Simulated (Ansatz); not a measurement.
The same path of BH3O2Te (7 atoms, charge 0, multiplicity 1) was run 3 times with different band settings. Lost on the way: B2–Te4, O3–H6. Made: Te4–H6.

Level of theory: Ansatz, RKS B3LYP/def2-SVPD.

Relaxed end points:

```xyz
7
Properties=species:S:1:pos:R:3
O 0.144 1.424 -0.106
B 0.247 0.150 0.343
O 0.937 -0.041 1.496
Te -0.660 -1.585 -0.729
H -0.347 1.554 -0.921
H 1.021 -0.940 1.823
H -1.280 -0.629 -1.952
```

```xyz
7
Properties=species:S:1:pos:R:3
O -0.063 1.623 0.231
B 1.137 1.600 0.775
O 2.243 1.624 1.281
Te -1.595 -1.488 -0.766
H -0.476 0.776 -0.042
H -0.769 -2.383 0.376
H -0.415 -1.820 -1.900
```

Common settings: spring 5.0 eV/Å²; optimiser quadratic models (default); start path through a guess of the saddle point; end points relaxed.

| run | movable images | climbing image | force threshold | iteration limit |
| --- | --- | --- | --- | --- |
| 1 | 9 | yes | 0.05 eV/Å | 37 |
| 2 | 9 | yes | 0.2 eV/Å | 31 |
| 3 | 4 | no | 0.05 eV/Å | 57 |

Task: What does each run give, and how far can it be trusted?

Result: Run 1: not converged after 37 iterations, highest image 1.927 eV above the first end. The band didn't meet its force threshold, so its energies are provisional: the largest band force was still 0.36 eV/Å, and over the last iterations the top stayed at 1.93 eV.
Run 2: converged after 23 iterations, highest image 1.930 eV above the first end. The threshold of 0.2 eV/Å is loose, so the images may lie well off the minimum-energy path. Neighbouring images differ by up to 1.5 eV, so the band resolves the path poorly. The order of the stationary point at the top wasn't checked.
Run 3: converged after 24 iterations, highest image 1.188 eV above the first end. No image climbed, so the highest image needn't sit at the top of the path. A band with more images between the same ends climbed to 1.93 eV, so this one has probably stepped over the top.
The orbitals stay closed-shell, which can raise the energy where a bond breaks towards radicals; this wasn't checked here.
